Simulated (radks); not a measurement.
Results of a calculation; reference values are marked as such.
Problem. Species: neutral scandium. Configuration: [Ar] 3d3 (not the ground configuration). Level of theory: scalar-relativistic Kohn-Sham, PBEsol, spin-polarised, spherical densities, point nucleus; open shells are filled with parallel spins first (a radial shooting solver on a logarithmic mesh with Libxc functionals). Some entries of the table are withheld. Estimate them.

orbital  occ.  eigenvalue (hartree)  r(max) (bohr)
1s down     1             -161.2282        0.04784
1s up       1             -161.2274        0.04784
2s up       1             -17.21964         0.2838
2s down     1             -17.20605         0.2837
2p up       3             -14.07127         0.2323
2p down     3             -14.06091         0.2322
3s up       1              -1.86886         0.9306
3s down     1              -1.81625         0.9296
3p up       3                   (1)         0.9760
3p down     3                   (2)         0.9740
4s up       0              -0.13544          3.262
4p up       0              -0.04867          4.496
3d up       3              -0.03826          1.209

Solution. 
(1) 3p up eigenvalue (hartree): -1.09534
(2) 3p down eigenvalue (hartree): -1.04044
